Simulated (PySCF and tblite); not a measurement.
PhSiCl2(SeBu), C10H14Cl2SeSi, numbered as in [CH3:1][CH2:2][CH2:3][CH2:4][Se:5][Si:6]([Cl:7])([Cl:8])[c:9]1[cH:10][cH:11][cH:12][cH:13][cH:14]1.

Level: PBE0-D3(BJ)/6-31G*//GFN2-xTB, thermal terms from GFN2-xTB, symmetry numbers and mirror pairs counted. Conformers within 3 kcal/mol (GFN2-xTB free energy) were kept, 10 at most. GIAO shieldings: PBE0/6-31G*. Shifts are against TMS (¹H), TMS (¹³C), TMS (²⁹Si), Me2Se (⁷⁷Se) at the same level. Codes: tblite and PySCF.

Torsions listed: C1–C2–C3–C4, C2–C3–C4–Se5, C3–C4–Se5–Si6, C4–Se5–Si6–Cl7, Se5–Si6–C9–C10. Of a mirror pair one member is shown.

| conformer | shape | weight % | dipole D |
| --- | --- | --- | --- |
| 1 | 180°, -176°, 67°, -88°, 59° | 30.5 | 4.32 |
| 2 | -177°, 61°, 60°, -82°, -128° | 23.7 | 4.03 |
| 3 | 73°, -177°, 68°, -87°, 52° | 15.6 | 4.28 |
| 4 | -179°, -178°, -68°, 83°, -94° | 10.5 | 1.08 |
| 5 | 180°, -66°, 172°, 180°, -28° | 6.2 | 3.83 |

Not shown: 5 more, 13.4 % in all.

Question: How do the computed shifts compare with measured ones?

Answer: 
```csv
nucleus,signal,leading conformer,average,measured,medium
²⁹Si,Si6,72.9,70.8,8.1,solution
⁷⁷Se,Se5,74.7,37.4,-9,solution
```

Measured values: U. Herzog, Habilitationsschrift, TU Bergakademie Freiberg, 2002/2003.  The computed shifts are unscaled and lack vibrational corrections. Si6, Se5: so large a gap may come from an atom such as Cl, Br, S or I beside it, whose spin–orbit effect is left out, or from a wrong assignment.


Conformer gaps in 6-31G* on xTB geometries can be 2 kcal/mol off for S=O, P=O and other polar bonds.